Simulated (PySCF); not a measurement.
# How methods differ on the excitation energy of Zn

Zn [Ar] 3d10 4s2 (1S) → Zn [Ar] 3d9 4s2 4p1 (high-spin determinant), as a difference of total energies. All numbers are calculated (PySCF 2.14, the spin-free X2C one-electron Hamiltonian (Gaussian nucleus), in aug-cc-pVDZ-DK). Correlated levels: valence: [Ar] frozen. The calculations carry no spin-orbit coupling.

```csv
method,excitation energy (cm⁻¹)
UHF,72197
LDA,95695
PBE,91708
PBE0,87746
r2SCAN,88359
BHandHLYP,84134
B2PLYP,89698
HSE06,87675
TPSSh,88237
MP2 (valence),93397
SCS-MP2 (valence),90778
```

A first-order spin-orbit estimate (lowest level to lowest level, LS coupling) adds -0.109 eV.

The upper state lies above the first ionisation limit, where it may autoionise and the basis confines it.

The determinant of the upper state mixes LS terms, which raises its energy above the lowest term, most at the Hartree-Fock and MP2 levels.
